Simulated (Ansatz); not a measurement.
Computed with Ansatz on PBE0-D4/def2-TZVP structures; ΔE is electronic, products minus reactants. CCSD(T)/CBS is the MP2 limit (def2-TZVPP, def2-QZVPP) plus CCSD(T) − MP2 in def2-TZVPP, frozen cores. This one scheme is used for every species. DFT in def2-TZVPP. B3LYP here is the variant with VWN-RPA as its local correlation; programs differ in this. HSE06 is defined as in plane-wave codes. For Se outer-core shells are correlated without core-valence functions, which leaves a few kJ/mol of doubt a bond. Scalar relativity is left out up to krypton. One conformer a species, not always the lowest.

`[SeH][SiH]1BO1` + `C#CF` → `C#C[SeH]` + `F[SiH]1BO1`  (formal exchange of groups at the Se–Si bond)

Problem. Is it downhill or uphill in electronic energy at CCSD(T)/CBS, and by how much? (Estimate.)

Solution. Ansatz gave: Downhill: ΔE = -167.1 kJ/mol.

Problem. What do these levels give: PBE-QIDH, PBE0, B3LYP, r2SCAN0, HSE06, LC-ωPBE? (Best estimate.)

Solution. Ansatz gave: PBE-QIDH -159.0, PBE0 -146.0, B3LYP -160.1, r2SCAN0 -155.9, HSE06 -145.7, LC-ωPBE -152.2 kJ/mol.

Largest T1 diagnostic among the species: 0.015.

Leaving LDA and LC-ωPBE aside and taking each functional with its dispersion term where it has one, the values, not all of them listed here, spread over 27.4 kJ/mol, from B2PLYP to PBE-D4. LDA lies +6.5 kJ/mol from PBE without D4. From BLYP to BHLYP (50 % exact exchange), in def2-TZVPP and without D4, ΔE moves by −9.3 kJ/mol. At CCSD(T), def2-SVP lies +32.9 kJ/mol from the extrapolated value and def2-TZVPP −0.6 kJ/mol.
